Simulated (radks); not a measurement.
Question: The mean radii <r> (bohr) of the occupied orbitals of an atom or ion are listed with their occupations. All-electron calculation, scalar-relativistic Kohn-Sham, PBE, spin-unpolarised, spherical densities, finite nucleus; Fermi nuclear charge, rms radius of each element as measured or else 0.836 A^(1/3) + 0.57 fm. Program: a radial shooting solver on a logarithmic mesh with Libxc functionals.

orbital  occ.      <r>
1s          2  0.02363
2s          2   0.1010
2p          6  0.08880
3s          2   0.2663
3p          6   0.2645
3d         10   0.2417
4s          2   0.6074
4p          6   0.6432
4d         10   0.7073
5s          2    1.471
5p          6    1.714
4f          4    1.085

Name the element and its charge.

Answer: Z = 60, neodymium, charge +2: Nd2+ in [Xe] 4f4. The 1s radius gives Z: for a bare nucleus <r> = (2 gamma + 1)/(2Z) with gamma = sqrt(1 - (Z/c)^2), 0.02332 bohr for Z = 60, and screening makes it slightly larger (0.02363 here). The occupations add up to 58, and the charge is Z minus that.
